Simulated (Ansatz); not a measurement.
The cluster InGa5⁻. The state is a doublet with charge -1. Geometry PBE-D4/def2-SVP, that of the neutral singlet; atoms count from 1.

```tsv
atom	x (Å)	y (Å)	z (Å)
Ga1	-0.2335	1.5678	1.1231
Ga2	-1.1510	-0.8031	-1.6865
Ga3	1.2898	-0.3994	1.7002
Ga4	0.4273	1.1288	-1.3265
Ga5	1.7621	-0.9771	-0.7402
In6	-2.0947	-0.5169	0.9300
```

In the def2 sets In takes a core potential; there is no spin–orbit coupling. The structure comes from a short search, and lower isomers may exist.

(1) Estimate the Mulliken populations from the PBE0/def2-SVP orbitals of Ansatz.

(2) Where does the spin sit?

(3) And the Mayer bond orders between bonded heavy atoms (over 0.3)?

Answers

(1) 
```tsv
atom	charge (e)	spin (α − β)
Ga1	-0.13	0.01
Ga2	-0.15	0.24
Ga3	-0.18	0.16
Ga4	-0.20	0.13
Ga5	-0.19	0.25
In6	-0.15	0.21
```
Mulliken values and Mayer orders depend strongly on the basis.

(2) Summed by element: Ga 0.79, In 0.21, of 1 unpaired in all. Largest on single atoms: Ga5 0.25, Ga2 0.24, In6 0.21.

(3) Ga1–Ga3 0.65 (2.55 Å); Ga1–Ga4 0.86 (2.57 Å); Ga1–In6 0.60 (2.80 Å); Ga2–Ga4 0.67 (2.52 Å); Ga2–In6 0.79 (2.80 Å); Ga3–Ga5 0.86 (2.55 Å); Ga4–Ga5 0.62 (2.56 Å). Values over 0.3 also appear between atoms too far apart for a bond (Ga1–Ga2 0.32 at 3.79 Å; Ga1–Ga5 0.37 at 3.73 Å; Ga2–Ga5 0.45 at 3.07 Å; Ga3–Ga4 0.39 at 3.50 Å; Ga3–In6 0.33 at 3.47 Å; Ga4–In6 0.36 at 3.76 Å); they arise where an orbital or an unpaired electron spreads over both atoms.
